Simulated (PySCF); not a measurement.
MgClI, SMILES [Cl][Mg][I].

Geometry: PBE-D3(BJ)/def2-TZVP. The def2 effective core potentials stand for the cores of I; spin–orbit coupling is left out.

Method: PySCF with IEF-PCM-B3LYP/def2-SVP.

The values are the electrostatic part of the solvation free energy, E(continuum) − E(gas) at the gas-phase geometry, in a cavity of scaled van der Waals radii (PySCF's table); cavitation and dispersion terms are not included. A continuum can't describe solvent molecules that bind to the metal. In vacuum the orbital gap is 5.46 eV. The dipole moment in vacuum is 0.45 D.

Computed values in water (ε = 78.36), methanol (ε = 32.61), cyclohexanone (ε = 15.62):
```tsv
solvent	ε	ΔG(elec) (kcal/mol)	dipole (D)	gap (eV)
water	78.36	-13.8	0.11	6.02
methanol	32.61	-13.4	0.09	6.00
cyclohexanone	15.62	-12.6	0.05	5.97
```
